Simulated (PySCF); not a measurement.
ZrH3, SMILES [ZrH3] (connectivity only; charge and spin as stated), neutral, multiplicity 2. Atoms are numbered in the order given.

```xyz
4

Zr     0.0000     0.0000     0.0000
H      1.8652     0.0000     0.0000
H     -0.9326     1.6153     0.0000
H     -0.9326    -1.6153     0.0000
```
Charge 0, spin multiplicity 2.

Geometry optimised at B3LYP-D3(BJ)/def2-TZVPD. A frequency run showed that this geometry is not a minimum. The multiplicity is an assumed one; other spin states were not compared. The def2 effective core potentials stand for the cores of Zr; spin–orbit coupling is left out.

These are TDA-ωB97X/def2-TZVPD run with PySCF values and carry that method's errors.

Vertical excitations; the highest root listed may be one member of a degenerate set. Isolated molecule, no solvent.

Computed lowest excited states:
| state | energy (eV) | λ (nm) | f | main pairs |
|---|---|---|---|---|
| root 1 | 0.48 | 2585 | 0.000 | α HOMO→LUMO (degenerate set) |
| root 2 | 0.48 | 2583 | 0.000 | α HOMO→LUMO+1 (degenerate set) |
| root 3 | 1.67 | 743 | 0.005 | α HOMO→LUMO+2 92 % |
| root 4 | 1.67 | 742 | 0.005 | α HOMO→LUMO+3 92 % |
| root 5 | 3.31 | 375 | 0.141 | α HOMO→LUMO+4 85 % |
| root 6 | 3.51 | 353 | 0.000 | β HOMO−1→LUMO 97 % |
| root 7 | 3.52 | 352 | 0.000 | β HOMO→LUMO 97 % |
| root 8 | 3.78 | 328 | 0.001 | α HOMO−1→LUMO 28 %, α HOMO−2→LUMO+1 27 %, β HOMO→LUMO+2 21 %, β HOMO−1→LUMO+1 21 % |
| root 9 | 3.92 | 316 | 0.000 | α HOMO−2→LUMO+1, α HOMO−1→LUMO, β HOMO−1→LUMO+1, β HOMO→LUMO+2 (degenerate set) |
| root 10 | 3.92 | 316 | 0.000 | α HOMO−1→LUMO+1, α HOMO−2→LUMO, β HOMO−1→LUMO+2, β HOMO→LUMO+1 (degenerate set) |
Unrestricted roots are not spin-pure.
